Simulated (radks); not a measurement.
Excited configurations of Ba2+: one electron is placed in a higher orbital outside [Kr] 4d10 5s2 5p5. The ground configuration is [Xe]. Calculated with a radial shooting solver on a logarithmic mesh with Libxc functionals: scalar-relativistic Kohn-Sham, SCAN, spin-unpolarised, spherical densities, finite nucleus; meta-GGA in the generalised Kohn-Sham scheme; Fermi nuclear charge, rms radius 4.8378 fm. Excitation = E - E(ground); binding = E(ion) - E, where the ion is the core of charge +3; n* = 3/sqrt(2 binding) in atomic units, and the quantum defect is n - n*.

| outer orbital | excitation (eV) | binding (eV) | n* | quantum defect | <r> (bohr) |
|---|---|---|---|---|---|
| 4f | 22.330 | 14.586 | 2.897 | 1.103 | 1.684 |
| 5d | 19.404 | 17.512 | 2.644 | 2.356 | 2.705 |
| 5f | 29.595 | 7.322 | 4.090 | 0.910 | 6.233 |
| 6p | 24.079 | 12.837 | 3.088 | 2.912 | 4.602 |
| 6f | 32.112 | 4.805 | 5.048 | 0.952 | 10.73 |
| 7s | 28.176 | 8.740 | 3.743 | 3.257 | 7.129 |
| 7p | 29.667 | 7.249 | 4.110 | 2.890 | 8.254 |
| 7d | 31.551 | 5.365 | 4.777 | 2.223 | 10.61 |
| 7f | 33.534 | 3.383 | 6.016 | 0.984 | 16.22 |

The Delta-SCF ionisation energy is 36.916 eV (NIST Atomic Spectra Database: 35.844 eV, measured). Self-interaction in the functional shifts the binding energies and quantum defects, so they are the method's values and not measured ones. Spin polarisation and multiplet splitting are left out, so open shells lie too high by an amount that depends on their filling. Spin-orbit splitting is averaged out at the scalar-relativistic level.

Beside tabulated values, note that spin-unpolarised runs miss the spin-polarisation part of the exchange energy of open shells.
